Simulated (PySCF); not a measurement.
Tc (technetium, neutral) across methods

[Kr] 4d5 5s1 5p1, high-spin 8P determinant (an excited configuration). All numbers are calculated (PySCF 2.14, scalar relativity by spin-free X2C-1e, in x2c-TZVPPall with one added diffuse shell each of s, p, d, f type (9s7p7d3f1g, 95 functions)).

```
   method  E (hartree)  mean ε 4d α (eV)  mean ε 5s α (eV)  mean ε 5p α (eV)  Σ⟨r²⟩ (bohr²)    ⟨S²⟩
   r2SCAN     -4285.22            -9.517            -6.878            -2.602          65.84  15.751
      LDA     -4280.30            -9.152            -6.794            -2.569          66.31  15.750
      PBE     -4284.80            -9.091            -6.576            -2.473          66.67  15.750
   revPBE     -4285.02            -9.061            -6.522            -2.449          66.64  15.751
      UHF  -4283.01700           -15.172            -9.538            -4.934          66.79  15.752
     BP86     -4285.71            -9.151            -6.727            -2.591          66.47  15.750
     PBE0     -4284.88           -10.747            -7.410            -3.139          66.17  15.751
CAM-B3LYP     -4285.42           -11.919            -8.489            -4.000          66.21  15.750
```

(1) Estimate the same row for LC-wPBE.

## Answers

(1) E (hartree) = -4284.80; mean ε 4d α (eV) = -13.428; mean ε 5s α (eV) = -9.739; mean ε 5p α (eV) = -5.165; Σ⟨r²⟩ (bohr²) = 65.04; ⟨S²⟩ = 15.751.
